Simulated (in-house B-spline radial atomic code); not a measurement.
**Ti⁸⁺: [Ne] 3s2 3p2**

All numbers are computed (Dirac-Kohn-Sham BHandHLYP, spherical fractional occupations; Fermi nucleus of rms radius 3.5921 fm) with an all-electron radial atomic-structure program (B-spline basis), not measured.

Effective charges: Z_r = [3n² - l(l+1)]/(2<r>) from the radius, Z_e = n√(-2ε) from the energy, and Slater's rules. Values are occupation-weighted means over j.

| shell | electrons | ε (eV) | <r> (bohr) | Z_r | Z_e | Slater |
| --- | --- | --- | --- | --- | --- | --- |
| 1s | 2 | -5122.7 | 0.06954 | 21.57 | 19.40 | 21.70 |
| 2s | 2 | -733.22 | 0.3215 | 18.66 | 14.68 | 17.85 |
| 2p | 6 | -635.53 | 0.2871 | 17.41 | 13.67 | 17.85 |
| 3s | 2 | -210.62 | 0.8997 | 15.01 | 11.80 | 12.15 |
| 3p | 2 | -176.65 | 0.926 | 13.50 | 10.81 | 12.15 |

The least bound orbital is 3p3/2 at -176.3 eV, and it is also the most diffuse (<r> = 0.9276 bohr).

Spin-orbit splittings of the orbital energies (j = l + 1/2 above j = l - 1/2 when positive): 2p 5.92 eV, 3p 0.9353 eV.

For the 1s electron the small component carries 0.621 % of the norm, the zero-frequency Breit interaction raises the level by 4.874 eV, self-energy by 2.322 eV, and vacuum polarisation lowers it by 0.1805 eV.

The density falls to 0.001 bohr⁻³ at 2.106 bohr; Σ<r²> = 4.6817 bohr² gives, by the non-relativistic formula and without the paramagnetism of open shells, a Langevin diamagnetic susceptibility of -3.708×10⁻⁶ cm³/mol.

Caution: exact exchange at fractional occupations of open shells leaves self-interaction of up to several eV.
